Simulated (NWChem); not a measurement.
Species: ZnN4H12 (charge +2); SMILES [NH3]->[Zn+2](<-[NH3])(<-[NH3])<-[NH3]

```xyz
17

Zn     0.0001     0.0000     0.0001
N      1.2036     1.2344    -1.1263
H      1.7651     1.8869    -0.5691
H      0.6873     1.8286    -1.7836
H      1.8843     0.7326    -1.7063
N     -0.9997    -1.3038    -1.2415
H     -1.6512    -1.9255    -0.7511
H     -0.3820    -1.9327    -1.7654
H     -1.5690    -0.8400    -1.9573
N      1.1602    -1.0679     1.3247
H      1.6585    -0.4830     2.0037
H      1.8918    -1.6287     0.8756
H      0.6303    -1.7364     1.8939
N     -1.3637     1.1370     1.0432
H     -0.9355     1.8408     1.6539
H     -1.9724     0.5899     1.6610
H     -2.0061     1.6663     0.4444
```
Atoms are numbered in this order, from 1.

Level: B3LYP/6-31G* (spherical d) (NWChem), optimised geometry, unscaled harmonic frequencies. B3LYP is NWChem's, with the RPA form of VWN correlation.

| frequency (cm⁻¹) | IR intensity (km/mol) |
|---|---|
| 26 | 0.0 |
| 68 | 0.0 |
| 68 | 0.0 |
| 68 | 0.0 |
| 98 | 0.0 |
| 98 | 0.0 |
| 137 | 6.7 |
| 137 | 6.7 |
| 137 | 6.7 |
| 397 | 0.0 |
| 399 | 2.1 |
| 399 | 2.1 |
| 400 | 2.1 |
| 629 | 0.0 |
| 629 | 0.0 |
| 629 | 0.0 |
| 700 | 0.0 |
| 701 | 0.0 |
| 735 | 203.8 |
| 735 | 203.9 |
| 735 | 203.8 |
| 1432 | 220.3 |
| 1432 | 220.2 |
| 1432 | 220.3 |
| 1450 | 0.0 |
| 1702 | 1.1 |
| 1702 | 1.1 |
| 1702 | 1.1 |
| 1710 | 0.0 |
| 1710 | 0.0 |
| 1718 | 107.5 |
| 1718 | 107.6 |
| 1718 | 107.5 |
| 3419 | 63.3 |
| 3419 | 63.3 |
| 3419 | 63.3 |
| 3424 | 0.0 |
| 3506 | 0.0 |
| 3506 | 0.0 |
| 3506 | 0.4 |
| 3506 | 0.4 |
| 3506 | 0.3 |
| 3508 | 186.0 |
| 3508 | 186.1 |
| 3508 | 185.9 |

```
Property                                                                            Result
-----------------------------------------------------------------------  -----------------
zero-point energy                                                            98.7 kcal/mol
thermal correction to the enthalpy at 298.15 K (with zero-point energy)     106.7 kcal/mol
heat capacity Cv                                                          36.9 cal/(mol K)
entropy at 298.15 K and 1 atm (symmetry number 12)                       104.0 cal/(mol K)
```

Rigid rotor and harmonic oscillator; modes under 100 cm⁻¹ make the entropy uncertain.
